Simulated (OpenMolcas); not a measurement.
Computed levels of 4d² in ions with 38 electrons, in cm-1 above ³F₂.

- Program: OpenMolcas 26.06
- Method: CASSCF
- Basis: ANO-R2
- Scalar Hamiltonian: X2C, finite nucleus
- Spin-orbit coupling: state interaction with AMFI integrals over the reference wave functions, term energies averaged over their components

Active space for each ion: 2 electrons in 10 orbitals (4d 5d).

```tsv
Level	Mo4+	Ru6+	Rh7+
³F₃	1533	2678	3430
³F₄	3318	5659	7156
¹D₂	12558	15951	17688
³P₀	13653	16904	18493
³P₁	14261	18039	19995
³P₂	15818	20927	23761
¹G₄	18995	24209	26905
¹S₀	43968	55142	60562
```

Task: Estimate ³F₄, ¹D₂, ³P₀ for Tc5+ from its neighbours Mo4+ and Ru6+.

Result: ³F₄ is fine structure, which grows about as the fourth power of a screened charge, so the fourth roots are averaged: ((3318^0.25 + 5659^0.25) / 2)^4 = 4372. The calculation gives 4360, so the estimate is off by +0.3 %.
¹D₂ is another term, which grows about linearly with the charge: (12558 + 15951) / 2 = 14254. The calculation gives 14236, so the estimate is off by +0.1 %.
³P₀ is another term, which grows about linearly with the charge: (13653 + 16904) / 2 = 15278. The calculation gives 15286, so the estimate is off by -0.1 %.

Mixed levels, with the weight of the term that names them: Ru6+ ¹D₂ (71 %), Ru6+ ³P₂ (73 %), Rh7+ ¹D₂ (68 %), Rh7+ ³P₂ (70 %).

Without dynamic correlation excited terms often stand tens of per cent too high (terms of higher spin than the ground term too low), and those without a measured partner can miss by more than the paired ones. Active for correlation alone: 5d; no level in the range computed is led by a configuration that fills it, so any true level of that kind is missing. Levels of configurations outside the active space are missing.
